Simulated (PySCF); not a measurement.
NaHg at PBE0

Level: PBE0. basis Na def2-SVPD, Hg def2-SVPD with ECP60; scalar-relativistic core potentials; PySCF 2.14.

| Quantity | Value |
| --- | --- |
| state | ⁴Π (quartet), unpaired electrons σ ↑↑, π ↑, a second solution, started from another occupation |
| bond length | 3.265 Å |
| harmonic wavenumber | 104 cm⁻¹ |
| force constant | 0.131 mdyn/Å |
| rotational constant Be | 0.07662 cm⁻¹ |
| anharmonicity ωexe | 0.688 cm⁻¹ |
| vibration–rotation constant αe | 0.000703 cm⁻¹ |
| energy of the minimum from ground-state Na + Hg | 4.94 eV |
| bond order (Mayer) | 0.78 |
| dipole moment (positive dipole means Na(−)Hg(+)) | -2.17 D |

Spin–orbit coupling is left out. Counting both spins, an empty level lies below a filled one in this solution, because spin and occupation are held.
